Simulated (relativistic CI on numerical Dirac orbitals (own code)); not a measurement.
# Spin-allowed bands of a d3 ion in an octahedral site, by hand

Problem. A d3 ion in an octahedral site has a 4A2 ground term and spin-allowed bands at ν1 = 14150 and ν2 = 20201 cm⁻¹ (from a computed ligand-field model). Find Δ and the Racah parameter B, and predict the third band.

Working.
1. The F term splits into A2 (−1.2Δ), T2 (−0.2Δ) and T1 (+0.6Δ), so ν1 = E(T2) − E(A2) = Δ = 14150 cm⁻¹.
2. T1(F) mixes with T1(P), which lies at 15B, through an element 0.4Δ. The two roots, counted from A2, are ν2,3 = ½(15B + 3Δ) ∓ ½√[(15B − Δ)² + 12BΔ].
3. Solving the lower root for B gives B = (2ν1² + ν2² − 3ν1ν2)/(15ν2 − 27ν1) = -49007049/-79035 = 620 cm⁻¹.
4. The sum of the roots is 15B + 3Δ, so ν3 = 15B + 3ν1 − ν2 = 31550 cm⁻¹ (317 nm).

Check. The bands were computed by exact diagonalisation of the d3 shell with B = 620 and Δ = 14150 cm⁻¹, which gives ν3 = 31549 cm⁻¹. C does not enter the terms of highest spin.
